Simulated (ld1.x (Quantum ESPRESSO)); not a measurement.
# titanium (Ti): excitation energies, all-electron against RRKJ

- Element: Ti (Z = 22)
- Generator: ld1.x (Quantum ESPRESSO) 7.5
- Type: norm-conserving RRKJ (Kleinman–Bylander form)
- Functional: PBEsol
- Relativity: non-relativistic
- Frozen core: [Ne] 3s2
- Valence charge: 10
- Reference configuration: 3p6 3d2 4s1 4p0 (charge +1)
- Partial waves: 3p (bound): rc 1.65 bohr; 3d (bound): rc 1.45 bohr; 4s (bound): rc 2.80 bohr
- Local potential: the s channel
- Core correction: Bessel-smoothed model core inside 0.65 bohr
- rho0: 0.01

Energies are relative to the spin-unpolarised reference configuration 3p6 3d2 4s1 4p0; without spin polarisation the order of configurations can differ from experiment.

```json
{"valence configuration": "3p6 3d2 4s2 4p0", "charge": "0", "ΔE all-electron (eV)": "-7.298", "error AE − PS (meV)": "-3.1"}
{"valence configuration": "3p6 3d2 4s0 4p0", "charge": "+2", "ΔE all-electron (eV)": "13.370", "error AE − PS (meV)": "-12"}
{"valence configuration": "3p6 3d1 4s0 4p0", "charge": "+3", "ΔE all-electron (eV)": "40.425", "error AE − PS (meV)": "-152"}
{"valence configuration": "3p6 3d1 4s2 4p0", "charge": "+1", "ΔE all-electron (eV)": "2.666", "error AE − PS (meV)": "-238"}
{"valence configuration": "3p6 3d1 4s2 4p1", "charge": "0", "ΔE all-electron (eV)": "-2.419", "error AE − PS (meV)": "-1059"}
```

(1) What are ΔE and the potential's error for 3p6 3d2 4s1 4p1?

(2) What are ΔE and the potential's error for 3p6 3d2 4s0 4p2?

Levels in the configuration 3p6 3d1 4s0 4p0:

```json
{"level": "3p", "all-electron (eV)": "-70.722", "pseudo (eV)": "-71.235"}
{"level": "3d", "all-electron (eV)": "-34.835", "pseudo (eV)": "-35.124"}
```

Answers

(1) ΔE = -4.267 eV all-electron; the error (AE − PS) is -527 meV.

(2) ΔE = -1.123 eV all-electron; the error (AE − PS) is -1211 meV.

These tests converged, but a pseudo level misses the all-electron one widely, so the file describes the atom poorly there or has found another state: 3p6 3d1 4s0 4p0: empty 4p by 2.5 eV.
